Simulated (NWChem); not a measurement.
System meant: KI anion, doublet; SMILES of the neutral closed-shell parent [K][I]

Here is an NWChem input.

```
start job
memory heap 200 mb stack 900 mb global 1100 mb
charge -1
geometry units angstroms noautoz
  K      0.000000     0.000000    -2.409293
  I      0.000000     0.000000     0.917472
end
basis spherical
  * library def2-svp
end
dft
  odft
  mult 2
  xc pbe0
  iterations 150
  mulliken
end
task dft energy
```

End of the output:

```
             Grid Information
             ----------------
          Grid used for XC integration:  medium
          Radial quadrature: Mura-Knowles
          Angular quadrature: Lebedev.
          Tag              B.-S. Rad. Rad. Pts. Rad. Cut. Ang. Pts.
          ---              ---------- --------- --------- ---------
          K                   2.20      112          14.0       590
          I                   1.40      123          13.0       590
          Grid pruning is: on
          Number of quadrature shells:   235
          Spatial weights used:  Erf1

          Convergence Information
          -----------------------
          Convergence aids based upon iterative change in
          total energy or number of iterations.
          Levelshifting, if invoked, occurs when the
          HOMO/LUMO gap drops below (HL_TOL):  1.00D-02
          DIIS, if invoked, will attempt to extrapolate
          using up to (NFOCK): 10 stored Fock matrices.

                    Damping( 0%)  Levelshifting(0.5)       DIIS
                  --------------- ------------------- ---------------
          dE  on:    start            ASAP                start
          dE off:    2 iters        150 iters           150 iters

      Screening Tolerance Information
      -------------------------------
          Density screening/tol_rho:  1.00D-10
          AO Gaussian exp screening on grid/accAOfunc:  14
          CD Gaussian exp screening on grid/accCDfunc:  20
          XC Gaussian exp screening on grid/accXCfunc:  20
          Schwarz screening/accCoul:  1.00D-08

      Superposition of Atomic Density Guess
      -------------------------------------

      charge =      53.0 I (Iodine)

      symmetry species            s     p     d     f
      number of basis functions =10     7     6
      number of cont. functions = 4     4     2
      number of closed shells   = 5     3     2
      number of open shells     = 0     1     0
      open shell occupation     = 0     5     0
 ------------------------------------------------------------------------
 atomscf:atomd: error in atom scf                   0
 ------------------------------------------------------------------------
 ------------------------------------------------------------------------
  current input line :
    18: task dft energy
 ------------------------------------------------------------------------
 ------------------------------------------------------------------------
 This error has not yet been assigned to a category
 ------------------------------------------------------------------------
 For more information see the NWChem manual at https://nwchemgit.github.io

0:atomscf:atomd: error in atom scf:Received an Error in Communication
```

Problem. Find the fault in this run and fix the input.

Solution. The program stopped with an error. Cause: the def2 basis of a heavy element holds valence functions alone and wants its effective core potential (without it all electrons must fit into that basis). This input runs:
```
start job
memory heap 200 mb stack 900 mb global 1100 mb
charge -1
geometry units angstroms noautoz
  K      0.000000     0.000000    -2.409293
  I      0.000000     0.000000     0.917472
end
basis spherical
  K library def2-svp
  I library def2-svp
end
ecp
  I library def2-ecp
end
dft
  odft
  mult 2
  xc pbe0
  iterations 150
  mulliken
end
task dft energy
```
It converges to -897.49549 Ha (PBE0/def2-SVP with def2 effective core potentials on I, spin-unrestricted).
